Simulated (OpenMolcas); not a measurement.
Xe⁵⁺: the spin-orbit constant, worked from levels

```
Program             : OpenMolcas
Basis               : ANO-RCC-VDZP [6s5p3d1f]
Scalar Hamiltonian  : DKH2, point nucleus
Active space        : 3 electrons in 4 orbitals (5s 5p)
State averaging     : 2S+1 = 4 odd, 1 root; 2S+1 = 2 odd, 11 roots; 2S+1 = 4 even, 3 roots; 2S+1 = 2 even, 9 roots
Spin-orbit coupling : RASSI with atomic mean-field integrals over the reference wave functions, term energies averaged over their components
```

Methods: CASSCF; MS-CASPT2, IPEA 0.25 Eh, imaginary shift 0.1 Eh (closed shells correlated: 4d). Measured levels: Saloman, J. Phys. Chem. Ref. Data 33, 765 (2004).

**The spin-orbit constant.** For the Hund term 2P* of p1, E(J) = (A/2) J(J+1) + constant and ζ = 2S·A = A. From J = 1/2 to J = 3/2 the energy changes by 1.5 A.

```tsv
Source	E(3/2) - E(1/2)	A	ζ
CASSCF	15324.5	10216.3	10216
MS-CASPT2	15460.2	10306.8	10307
measured	15599.0	10399.3	10399
```

All in cm-1. MS-CASPT2 is off by -0.9 % and CASSCF by -1.8 %. Both methods take the spin-orbit matrix elements from the reference wave functions, so the second can move ζ only through the term energies and any multistate remixing.

Over all roots computed the reference weight is 0.88 to 0.96 in MS-CASPT2; the roots of lowest weight are the least certain, and an intruder state may touch them. The basis is small and was not contracted for so high a charge. Computed and measured levels are paired by configuration, term and J; levels that our copy of the source lacks, or whose pairing is in doubt (as where it misses far off the trend of its configuration), stay unpaired and out of the deviations. Only configurations of the active space appear.

* marks odd parity.
